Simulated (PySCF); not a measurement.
Level of theory: PBE-D3(BJ)/def2-TZVP // TPSSh-D3(BJ)/def2-TZVP (PySCF). Gas-phase values, no solvent. One relaxed conformer stands for a flexible species; it need not be the lowest. Excitations are Tamm–Dancoff values on a coarser integration grid. The basis has no diffuse functions, so Rydberg states are missing or too high.

Reference species (SMILES): `N[Si](N)(N)Cl` (neutral, multiplicity 1).

```
Item                   Result
-------------------  --------
S1–T1 gap (TDA)       0.23 eV
HOMO                 -5.67 eV
T1 excitation (TDA)   5.48 eV
HOMO–LUMO gap         5.61 eV
```

Changed species: `[Si](N)(N)(Cl)Cl` (2 of 4 Cl replaced by NH2; the reference has 3 of 4 Cl replaced by NH2).

### Question
Give the shifts of the S1–T1 gap (TDA), HOMO, T1 excitation (TDA) and HOMO–LUMO gap.

### Answer
the S1–T1 gap (TDA) rises by 0.04 eV, to 0.27 eV; the HOMO falls by 0.86 eV, to -6.53 eV; the T1 excitation (TDA) increases by 0.64 eV, to 6.12 eV; the HOMO–LUMO gap rises by 0.66 eV, to 6.27 eV.
